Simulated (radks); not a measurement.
All-electron atom: Cd IV in [Kr] 4d9. Method: Dirac Kohn-Sham, BLYP, spin-unpolarised, spherical densities, finite nucleus; open shells fill j = l - 1/2 first; Fermi nuclear charge, rms radius 4.6087 fm; computed with a radial shooting solver on a logarithmic mesh with Libxc functionals. Some entries of the table are withheld. Estimate them.

orbital  occ.  eigenvalue (hartree)  <r^2> (bohr^2)
1s1/2       2             -975.6448             (1)
2s1/2       2             -145.9376         0.02037
2p1/2       2             -135.9691         0.01519
2p3/2       4             -128.8925         0.01651
3s1/2       2             -28.26534          0.1468
3p1/2       2             -24.26968          0.1420
3p3/2       4             -23.00597          0.1509
3d3/2       4             -15.92968          0.1318
3d5/2       6             -15.67282          0.1344
4s1/2       2              -5.18802          0.8676
4p1/2       2              -3.90009             (2)
4p3/2       4              -3.68189             (3)
4d3/2       4              -1.69509           1.685
4d5/2       5              -1.66664           1.725

Answer. 
(1) 1s1/2 <r^2> (bohr^2): 0.001250
(2) 4p1/2 <r^2> (bohr^2): 0.9930
(3) 4p3/2 <r^2> (bohr^2): 1.057
